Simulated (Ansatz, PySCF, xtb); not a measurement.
Process, species as SMILES: N[Si](F)(F)F + 3 [SiH4] (SiH4) -> 3 F[SiH3] + N[SiH3]
Each molecule is optimised on its own at B3LYP-D3(BJ)/def2-TZVP (Ansatz, a quantum-chemistry and plane-wave program), one conformer each, not searched for the lowest. Frequencies are from Ansatz or PySCF.

Quantity: bond separation energy (enthalpy at 298 K, with B3LYP-D3(BJ) rigid-rotor harmonic-oscillator terms), in kcal/mol. Correlated levels leave the core frozen unless marked. No spin-orbit coupling. No relativistic terms. Basis-set limits of correlation are two-point, X^-3; Hartree-Fock from the larger set.

```json
[
 {"level": "GFN1-xTB", "program": "xtb", "bond separation energy (kcal/mol)": "-41.7"},
 {"level": "HF/6-31G", "program": "Ansatz", "bond separation energy (kcal/mol)": "26.0"},
 {"level": "revPBE-D3(BJ)/def2-TZVPD", "program": "Ansatz + dftd3", "bond separation energy (kcal/mol)": "21.9"},
 {"level": "r2SCAN-D4/def2-TZVPD", "program": "Ansatz + dftd4", "bond separation energy (kcal/mol)": "25.5"}
]
```

Predict the CCSD(T)/CBS(cc-pV(T+d)Z,cc-pV(Q+d)Z) result (Ansatz).

23.6 kcal/mol
